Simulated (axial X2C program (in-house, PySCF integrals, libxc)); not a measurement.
# Worked dissociation energy of CrN⁺: PBE, scalar-relativistic

All values were computed with an axial X2C code built on PySCF integrals. Spin-free means the one-electron spin-free X2C Hamiltonian. Basis: Cr dyall-cv3z [9s10p6d3f2g], N dyall-av3z [7s7p3d2f] (cores contracted in-house); Gaussian nuclei, density fitting, unrestricted open shells. Masses: Cr 51.941 u, N 14.003 u.

Molecular state: M_S = 1, Λ = 0 (beyond evenly filled blocks: δ+α, δ-α).

* E(Cr+) (2M_S = 5, M_L = 0): -1050.312965 hartree
* E(N) (2M_S = 3, M_L = 0): -54.565652 hartree
* E(CrN⁺) at Re: -1105.038708 hartree
* ωe: 1127.3 cm⁻¹
* ωexe: 10.4 cm⁻¹

Q: Work out De and D0.

A: De = -1050.312965 + (-54.565652) − (-1105.038708) = 0.16009 hartree = 4.356 eV. The zero-point energy is ωe/2 − ωexe/4 = 561 cm⁻¹ = 0.070 eV, so D0 = 4.287 eV.

The state is one determinant whose occupation by symmetry is held fixed; it was picked as the lowest of a PBE0 search that is not exhaustive. De is counted from the lowest determinant-based energies of the atoms at the same level, without counterpoise correction. The determinant is spin-polarised beyond a pure state at some levels (its spin-free form has ⟨S²⟩ too high), which makes Re and μ there less reliable.

Each atomic determinant is the lowest at this level and need not be a pure term. Totals compare only within one Hamiltonian and basis.
